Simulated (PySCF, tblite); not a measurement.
Isomers of C5H12N2SSi. Computed with GFN2-xTB (tblite): harmonic, unscaled wavenumbers at the GFN2-xTB geometry, gas phase. The method is semi-empirical: single wavenumbers can be off by several per cent or more. Modes of hydrogen on silicon and sulfur can be 10 to 20 % off. One conformer each.

Electronic energies: PBE0/pcSseg-1 single points on the GFN2-xTB geometries (PySCF, gas phase).

```
                  SMILES  electronic energy, lowest = 0 (kJ/mol)
   C/N=C/C1(N[SiH2]S)CC1                                    19.4
     CC(C)([SiH2]N)SCC#N                                     0.0
[H]/N=C(/C=N\C)CCS[SiH3]                                   102.1
```

Question: How do GFN2-xTB zero-point energies change the relative energies?

Answer: 
```csv
SMILES,ZPE (kJ/mol),of it from modes above 1550 cm⁻¹,electronic (kJ/mol),"with ZPE, lowest = 0 (kJ/mol)",lowest mode (cm⁻¹),rings
CC(C)([SiH2]N)SCC#N,422.5,226.5,0.0,0.0,47,0
C/N=C/C1(N[SiH2]S)CC1,419.3,216.5,19.4,16.1,36,1
[H]/N=C(/C=N\C)CCS[SiH3],419.6,224.4,102.1,99.2,21,0
```

The zero-point energies span 3.2 kJ/mol, from `C/N=C/C1(N[SiH2]S)CC1` to `CC(C)([SiH2]N)SCC#N`. The order is unchanged.

Question: And how do the electronic energies of GFN2-xTB itself compare?

Answer: `CC(C)([SiH2]N)SCC#N` 117.3; `C/N=C/C1(N[SiH2]S)CC1` 0.0; `[H]/N=C(/C=N\C)CCS[SiH3]` 111.7 kJ/mol, lowest = 0. Against the energies above, taken from the same isomer `CC(C)([SiH2]N)SCC#N`, the largest difference is 136.7 kJ/mol.
